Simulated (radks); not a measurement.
Values are calculated unless marked as measured or tabulated.
All-electron atom: the selenium ion Se20+ in [Ne] 3s2 3p2.

Level of theory: Dirac Kohn-Sham, LDA (Slater exchange, Perdew-Wang correlation), spin-unpolarised, spherical densities, finite nucleus; open shells fill j = l - 1/2 first; Fermi nuclear charge, rms radius 4.14 fm (a radial shooting solver on a logarithmic mesh with Libxc functionals).

Energy parts (hartree):
| part | energy |
|---|---|
| total | -2191.79706 |
| kinetic | 2250.59471 |
| electron-nucleus | -4823.00215 |
| Hartree | 439.21651 |
| exchange-correlation | -58.60613 |

Orbitals (lengths in bohr, moments of r in powers of bohr):
orbital,occ.,eigenvalue (hartree),<r^2>,<r^4>
1s1/2,2,-489.3222,0.002622,0.00001769
2s1/2,2,-88.65414,0.04415,0.003330
2p1/2,2,-82.90723,0.03384,0.002271
2p3/2,4,-81.34018,0.03521,0.002436
3s1/2,2,-32.11422,0.2721,0.1086
3p1/2,2,-30.19126,0.2594,0.1024
3p3/2,0,-29.84462,0.2655,0.1071

The highest occupied level is 3p1/2 at -821.55 eV. The density falls to 0.001 e/bohr^3 at r = 1.24 bohr. Summed over all electrons, <r^2> = 1.365 bohr^2, which gives a Langevin (diamagnetic) susceptibility term of -1.08 x 10^-6 cm^3/mol.
